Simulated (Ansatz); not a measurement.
Basis-set extrapolation for C2H7ClOSi (`[SiH3]OCCCl`) (PBE0-D4/def2-TZVP geometry, frozen core, the Gaussian-basis code of Ansatz). Multiplicity 1, RHF reference.

```json
{"": "HF", "def2-TZVPP": "-903.226676", "def2-QZVPP": "-903.256328"}
{"": "MP2 correlation", "def2-TZVPP": "-0.894992", "def2-QZVPP": "-0.965259"}
{"": "CCSD(T) correlation", "def2-TZVPP": "-0.988500", "def2-QZVPP": "not run"}
```

Energies in hartree. Use E(X) = E(∞) + A·exp(−7.88·√X) for Hartree–Fock and E(X) = E(∞) + B·X^(−2.97) for correlation, with X = 3 and 4, and add CCSD(T) minus MP2 of the smaller set to the MP2 limit.

Task: What is the CCSD(T) energy at the basis-set limit?

Result: HF limit: -903.256328 + (-0.029652) × 0.13774 = -903.26041. MP2 limit: -0.965259 + (-0.070267) × 0.74074 = -1.01731. Higher-order term: -0.988500 − (-0.894992) = -0.09351. Total: -904.37123 hartree, 409.7 kJ/mol below CCSD(T)/def2-TZVPP.
